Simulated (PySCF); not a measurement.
PySCF 2.14 output of an unrestricted r2SCAN0 calculation on a single atom or ion in aug-cc-pVDZ-PP with ECP10MDF, with a scalar-relativistic core potential:

```
SCF conv_tol = 1e-09
number electrons alpha = 14  beta = 10
    M. Bursch, H. Neugebauer, S. Ehlert, and S. Grimme.,  J. Chem. Phys. 156, 134105 (2022)
cycle= 1 E= -461.352859908324  delta_E= -0.00253  |g|= 0.0154  |ddm|= 0.28
cycle= 2 E= -461.352898997208  delta_E= -3.91e-05  |g|= 0.00358  |ddm|= 0.0361
cycle= 3 E= -461.352901619888  delta_E= -2.62e-06  |g|= 0.000288  |ddm|= 0.00602
cycle= 4 E= -461.352901683378  delta_E= -6.35e-08  |g|= 3.54e-05  |ddm|= 0.00231
cycle= 5 E= -461.352901684041  delta_E= -6.63e-10  |g|= 8.24e-07  |ddm|= 0.000173
converged SCF energy = -461.352901684041  <S^2> = 6.0002397  2S+1 = 5.0000959
```

The run itself started from symmetry-adapted Hartree-Fock orbitals and held the occupation by maximum overlap, on a logarithmic radial grid, so the iterations belong to that start.

Question: Which element, charge and spin multiplicity is this?

Answer: Kr²⁺ (krypton, charge +2), multiplicity 5; the state was [Ar] 3d10 4s2 4p3 5s1, high-spin 5S determinant (an excited configuration).

Energies and moments cover only the electrons outside the core potential. The outer electron is Rydberg-like, and this basis confines it to a smaller radius and binds it less than a complete one would.
